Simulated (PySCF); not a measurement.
# Working with the constants of Sn₂

PBE0 constants of Sn₂, ³Σg⁻ (triplet), unpaired electrons π ↑↑ (Sn cc-pVTZ-PP with ECP28; scalar-relativistic core potentials (PySCF 2.14); masses 119.9022 and 119.9022 u):

```
ωe              : 196.2 cm⁻¹
ωexe            : 0.295 cm⁻¹
Be              : 0.037164 cm⁻¹
αe              : 8.36e-05 cm⁻¹
D (centrifugal) : 5.33e-09 cm⁻¹
De to Sn + Sn   : 2.40 eV
```

Q: Give the vibrational terms G(v) and spacings up to v = 6.

A: G(v) = ωe(v+½) − ωexe(v+½)².

```tsv
v	G(v) (cm⁻¹)	G(v) − G(v−1)	Bv (cm⁻¹)
0	98.0		0.03712
1	293.6	195.6	0.03704
2	488.7	195.0	0.03696
3	683.1	194.4	0.03687
4	876.9	193.8	0.03679
5	1070.2	193.2	0.03670
6	1262.8	192.7	0.03662
```

Q: How well does the Morse estimate ωe²/(4ωexe) reproduce De, and what is D0?

A: It gives 4.04 eV, 169 % of the computed De. D0 = De − G(0) = 2.40 − 0.01 = 2.39 eV.

Spin–orbit coupling is left out, which matters for elements this heavy, above all for dissociation energies. The state was picked by a PBE0 search and need not be the measured ground state.
